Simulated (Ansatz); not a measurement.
Ansatz (a program for electronic structure) input (B3LYP/LANL2DZ): The .json file is the Basis Set Exchange's LANL2DZ.

Ansatz 0.2 input:
```yaml
crystal:
  periodic: [false, false, false]
  atoms:
    - {symbol: Te, position_ang: [-0.00070909, 0.04327509, 0.00226130]}
    - {symbol: H, position_ang: [-1.16040669, -1.14501690, -0.04830027]}
    - {symbol: H, position_ang: [1.19727946, -1.10528797, -0.06928709]}
basis:
  gaussian:
    orbitals: LANL2DZ.json
hamiltonian:
  xc: {name: B3LYP}
relax: {f_tol: 0.003, max_steps: 120}
```

Problem. What final total energy does it give?

Solution. -9.22839 Eh.
